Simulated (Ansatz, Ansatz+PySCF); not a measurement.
```xyz
10

N     1.1180   -0.0058    0.0081
C     0.3263    1.1239    0.0040
C    -0.9843    0.7014    0.0033
C    -0.9924   -0.7101   -0.0030
C     0.3411   -1.1154   -0.0061
H     2.1265    0.0060    0.0080
H     0.7782    2.1221    0.0014
H    -1.8597    1.3719    0.0019
H    -1.8559   -1.3677   -0.0091
H     0.7609   -2.1165   -0.0020
```

Basis set: def2-SVP (spherical functions). Left uncorrelated: 5 orbitals. Charge 0, multiplicity 1.

Computed with Ansatz (development build ahead of 0.2.0); each method stands on the lowest determinant of its kind that the runs found. Restricted open shells among the atoms or ions are ROHF, correlated in semicanonical orbitals with singles.

Q: Give the atomization energy at this shape (free ground-state atoms in the same class of orbitals less the molecule, no zero-point energy) of singlet C₄H₅N by RHF-MP2, UHF-MP2, RHF, UHF.

A:

| method | atomization energy |
| --- | --- |
| RHF-MP2 | 45.47 eV |
| UHF-MP2 | 45.43 eV |
| RHF | 34.40 eV |
| UHF | 33.85 eV |
